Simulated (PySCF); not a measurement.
# COSe: calculation against experiment

**Experimental background.**

NIST CCCBDB Release 22 (SRD 101), experimental dipoles lists, for the gas: dipole moment (microwave Stark effect, vibrational ground state) 0.754 D.

The runs below try to reproduce these values; the comparison stands at the end.

COSe.
Numbering: `[O:1]=[C:2]=[Se:3]`

Structure used (PBE0-D3(BJ)/def2-SVP), in Å, numbered top down from 1:
```xyz
3
COSe angstrom
O     -1.1469    0.7694   -0.0135
C     -0.1469    0.1933   -0.0112
Se     1.3320   -0.6596   -0.0079
```

Runs made with PySCF (gas phase, on this PBE0-D3(BJ)/def2-SVP geometry; no spin–orbit coupling):

```csv
level,job,basis functions,wall time
"PBE0-D3(BJ)/def2-SVP, grid level 1",geometry optimisation from a GFN2-xTB start,60,2.8 s
```

Hardware: one thread, Arm Neoverse V1 (aarch64), shared host.

**Comparison with experiment**

**Dipole moment.** Measured: 0.754 D (NIST CCCBDB Release 22 (SRD 101), experimental dipoles).

| level | computed (D) | computed − measured (D) | % (from the printed values) |
| --- | --- | --- | --- |
| PBE0-D3(BJ)/def2-SVP | 0.692 | -0.062 | -8 |

The computed dipoles belong to one fixed geometry; measured ones are averaged over vibrations unless marked μe. Magnitudes are compared, not signs.

The geometry is computed, not the measured one. Where a level misses, the cause wasn't examined.
